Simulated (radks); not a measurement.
Spherical quantum dot in the effective-mass picture: electrons in a hard-walled sphere of radius 6, with a point charge +1 (a donor) at the centre, all in effective atomic units (hartree* = m*/eps^2 hartree, bohr* = eps/m* bohr), one dielectric constant everywhere. Calculated with a radial shooting solver with Libxc functionals: non-relativistic Kohn-Sham, exchange-only LDA, spin-polarised, spherical densities. Levels are named by radial order and angular momentum (1s, 1p, 1d, 2s, ...), and open shells are averaged over m. Results are scaled to m* = 0.072 and eps = 15.8, for which hartree* = 7.848 meV and bohr* = 11.61 nm.

N = 20, configuration 1s2 1p6 1d10 2s(up 1, down 0) 1f(up 1, down 0). This is the lowest configuration that the search found. Occupied and some empty levels:

level    occupation  eigenvalue (meV)  <r> (nm)
1s up             1            31.757     45.71
1s down           1            31.938     48.23
1p up             3            32.365     49.97
1p down           3            32.473     50.11
1d up             5            33.296     51.35
1d down           5            33.396     51.37
2s up             1            33.809     22.51
1f up             1            34.582     52.47
1f down           0            34.681     52.46
2s down           0            35.263     24.94
1g up             0            36.202     53.42
1g down           0            36.301     53.41
2p up             0            37.495     34.22
2p down           0            37.910     35.72
2d up             0            39.963     39.14
2d down           0            40.172     39.69

Energy (meV): total 334.919, kinetic 77.219, external -43.275, Hartree 337.22, exchange-correlation -36.248.

Electron density:

r (nm)  n(r) (e/nm^3)
2.02        0.0001449
7.22       0.00005924
12.4       0.00002513
17.6       0.00001174
22.8        7.180e-06
28.0        7.013e-06
33.2        9.728e-06
38.4       0.00001470
43.6       0.00002085
48.8       0.00002559
54.0       0.00002492
59.2       0.00001661
64.4        5.208e-06
69.6        5.381e-09
